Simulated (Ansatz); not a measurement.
# Nudged elastic band run: C₂H₅FSi

Input:

```yaml
crystal:
  periodic: [false, false, false]
  atoms:
    - { symbol: C, position_ang: [-0.383783, 0.800891, -0.299016] }
    - { symbol: C, position_ang: [0.088809, -0.248141, 0.699856] }
    - { symbol: Si, position_ang: [1.183693, -1.677763, 0.089701] }
    - { symbol: F, position_ang: [0.890966, -1.565667, -1.526381] }
    - { symbol: H, position_ang: [-0.876985, 0.332876, -1.163288] }
    - { symbol: H, position_ang: [-1.092584, 1.512603, 0.152415] }
    - { symbol: H, position_ang: [0.460957, 1.386218, -0.694143] }
    - { symbol: H, position_ang: [-0.774927, -0.790189, 1.147269] }
    - { symbol: H, position_ang: [0.592354, 0.202771, 1.576587] }
basis:
  gaussian: { orbitals: def2-SVP }
hamiltonian:
  xc: pbe0
  dispersion: d4
neb:
  order_check: false
  images: 5
  f_tol: 0.05
  max_iterations: 60
  initial_path: idpp
  final_atoms:
    - { symbol: C, position_ang: [-0.50403154, 1.02406658, -0.25129518] }
    - { symbol: C, position_ang: [0.06434696, -0.27165321, 0.31581978] }
    - { symbol: Si, position_ang: [1.05800555, -1.34481172, -0.90150154] }
    - { symbol: F, position_ang: [1.43670902, -2.56303911, 0.13614799] }
    - { symbol: H, position_ang: [-1.19056677, 0.83455547, -1.09246042] }
    - { symbol: H, position_ang: [-1.06693036, 1.59584047, 0.50275719] }
    - { symbol: H, position_ang: [0.2908726, 1.68585124, -0.63202922] }
    - { symbol: H, position_ang: [-0.73240979, -0.92429634, 0.7256503] }
    - { symbol: H, position_ang: [0.73250433, -0.08291437, 1.1799111] }
```

Command:

```bash
$ ansatz run input.yaml --threads 1 --pin off --max-ram 2048MiB --backend cpu --events-out ev --progress --plain --runs-dir out
```

Output, in part (warnings, iteration lines, the closing report on the highest movable image, with atoms numbered from 0):

```
NEB end point (image 0): max|allowed force component| = 1.055e-2 eV/Å (the criterion of neb.relax_end_points is 1.000e-2)
NEB end point (image 6): max|allowed force component| = 8.817e-3 eV/Å (the criterion of neb.relax_end_points is 1.000e-2)
NEB iter   1: max|band force component| = 4.443e-1 eV/Å  barrier→ = 0.1110 eV  barrier← = 0.0954 eV  CI = image 3  Δτ_max = 0.1251 Å  (176 SCF iters)
NEB iter   2: max|band force component| = 2.750e-1 eV/Å  barrier→ = 0.0743 eV  barrier← = 0.0587 eV  CI = image 3  Δτ_max = 0.1571 Å  (141 SCF iters)
NEB iter   3: max|band force component| = 1.148e-1 eV/Å  barrier→ = 0.0660 eV  barrier← = 0.0504 eV  CI = image 3  Δτ_max = 0.0316 Å  (141 SCF iters)
NEB iter   4: max|band force component| = 5.859e-2 eV/Å  barrier→ = 0.0650 eV  barrier← = 0.0494 eV  CI = image 3  Δτ_max = 0.0336 Å  (148 SCF iters)
NEB iter   5: max|band force component| = 3.267e-2 eV/Å  barrier→ = 0.0648 eV  barrier← = 0.0492 eV  CI = image 3  Δτ_max = 0.0000 Å  (266 SCF iters)
Total energy: -12735.63319906 eV, -468.0258875434 hartree
Atom 0 at    -0.257429     1.010733    -0.201243 Å, force    -0.008676    -0.003833    -0.005925 eV/Å
Atom 1 at     0.006581    -0.312444     0.528399 Å, force     0.012067    -0.001321     0.005493 eV/Å
Atom 2 at     1.394629    -1.297150    -0.334037 Å, force    -0.006126     0.002883     0.005495 eV/Å
Atom 3 at     0.503054    -2.516181    -0.984022 Å, force     0.002179    -0.000007    -0.003246 eV/Å
Atom 4 at    -0.663172     0.844500    -1.212086 Å, force    -0.001506     0.003909    -0.003027 eV/Å
Atom 5 at    -0.986820     1.633677     0.339550 Å, force     0.000975    -0.000045    -0.000991 eV/Å
Atom 6 at     0.659489     1.613985    -0.313427 Å, force     0.000072    -0.005015     0.002886 eV/Å
Atom 7 at    -0.910972    -0.920946     0.598094 Å, force    -0.002400     0.006456    -0.001445 eV/Å
Atom 8 at     0.343139    -0.102576     1.561772 Å, force     0.003414    -0.003027     0.000760 eV/Å
Dipole moment:    -0.094711     0.280167     0.189143 e Å
```

The run converged. A vibrational analysis at the climbing image gives one clearly imaginary mode, 54i cm⁻¹: a first-order saddle point.

Final band (atoms are numbered from 1 in the order of the input):

| image | path coordinate (Å) | energy (kJ/mol) | dihedral C1–C2–Si3–F4 (°) |
| --- | --- | --- | --- |
| 0 | 0.00 | 0.0 | -17 |
| 1 | 0.59 | 1.5 | -46 |
| 2 | 1.19 | 4.8 | -80 |
| 3 | 1.78 | 6.2 | -109 |
| 4 | 2.29 | 5.2 | -132 |
| 5 | 2.80 | 2.8 | -156 |
| 6 | 3.31 | 1.5 | 180 |

Run time: 48 s on 1 CPU thread of a shared host.
